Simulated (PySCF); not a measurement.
Two-photon absorption: 1,1,2-trifluorobuta-1,3-diene (SMILES C(=C(C=C)F)(F)F)

Geometry (Å), atoms numbered from 1 in this order:
```xyz
10

C     1.799    0.355    0.652
C     0.590   -0.218    0.698
C    -0.520    0.198   -0.131
F    -0.314    1.204   -0.982
C    -1.741   -0.355   -0.107
F    -2.740    0.025   -0.856
F    -2.062   -1.351    0.683
H     2.607    0.007    1.298
H     2.008    1.183   -0.029
H     0.385   -1.046    1.382
```

Computed with TDDFT CAM-B3LYP/def2-TZVPD excited states, vertical, gas phase (PySCF 2.14.0). Geometry: PBE0-D3(BJ)/def2-SVP.

**Question.** Give the one- and two-photon strengths of the lowest singlets.

**Answer.** δ for parallel linear polarisation; σ at the peak of a Lorentzian of half width 0.1 eV, single beam; Ω is circular over linear.
```csv
state,E (eV),f,photon λ (nm),δ (au),σ (GM),Ω,main
S1,5.75,0.640,431,235,2.85,0.47,HOMO→LUMO 0.97
S2,5.87,0.000,422,16,0.20,1.50,HOMO→LUMO+1 0.90
S3,6.64,0.006,373,22.8,0.37,1.50,"HOMO→LUMO+2 0.66, HOMO→LUMO+3 0.15"
S4,6.89,0.026,360,31.5,0.55,1.50,"HOMO→LUMO+3 0.70, HOMO→LUMO+2 0.19"
S5,7.49,0.007,331,86.7,1.78,1.50,"HOMO→LUMO+6 0.36, HOMO→LUMO+4 0.20"
S6,7.59,0.063,327,643,13.57,0.75,"HOMO−1→LUMO 0.70, HOMO→LUMO+5 0.14"
```

Among these, the strongest one-photon state is S1, the strongest two-photon state S6, with a dipole change of 1.3 D (relaxed, norm of the difference vector).
